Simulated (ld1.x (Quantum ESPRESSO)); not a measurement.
**Which change was made? (O, TM)**

- Element: oxygen (O)
- Generator: ld1.x (Quantum ESPRESSO) 7.5
- Type: norm-conserving Troullier–Martins (Kleinman–Bylander form)
- Functional: PBE
- Relativity: scalar-relativistic
- Frozen core: [He]
- Valence charge: 6
- Reference configuration: 2s2 2p4
- Partial waves: 2s (bound): rc 0.80 bohr; 3d channel at 0.45 Ry: rc 2.00 bohr; 2p (bound): rc 1.85 bohr
- Local potential: the p channel
- Core correction: a·sin(br)/r model core, default radius (core density twice the valence density)

Cutoffs, loose and tight: the cutoffs (Ry, on a coarse ladder) from which the occupation-weighted sum of valence levels, in a spherical-Bessel basis at the reference potential, stays within 10 and 1 mRy of its value at 400 Ry. They do not see the model core or the augmentation charge, which bear on the density cutoff. Test errors are all-electron minus pseudo excitation energies from the reference, over the configurations 2s2 2p3; 2s2 2p2; 2s2 2p1; 2s0 2p6; 2s1 2p5; 2s1 2p4; 2s2 2p0; variants that change the core or the reference have their own tests.

The base gives: outcome: generated; cutoff, loose: 80 Ry; cutoff, tight: 200 Ry; bound ghosts: none; largest test error (meV): +4671.

Problem. After one change the result is: outcome: generated; cutoff, loose: 80 Ry; cutoff, tight: 200 Ry; bound ghosts: none; largest test error (meV): +15548. Which change was it?
A. wave 2p (bound): rc 1.85 bohr becomes 2p (bound): rc 1.60 bohr
B. wave 2p (bound): rc 1.85 bohr becomes 2p (bound): rc 1.42 bohr
C. wave 2p (bound): rc 1.85 bohr becomes 2p (bound): rc 2.80 bohr

Solution. C. The others give: wave 2p (bound): rc 1.85 bohr becomes 2p (bound): rc 1.42 bohr → outcome: generated; cutoff, loose: 80 Ry; cutoff, tight: 200 Ry; bound ghosts: none; largest test error (meV): +1707 | wave 2p (bound): rc 1.85 bohr becomes 2p (bound): rc 1.60 bohr → outcome: generated; cutoff, loose: 80 Ry; cutoff, tight: 200 Ry; bound ghosts: none; largest test error (meV): +2715.
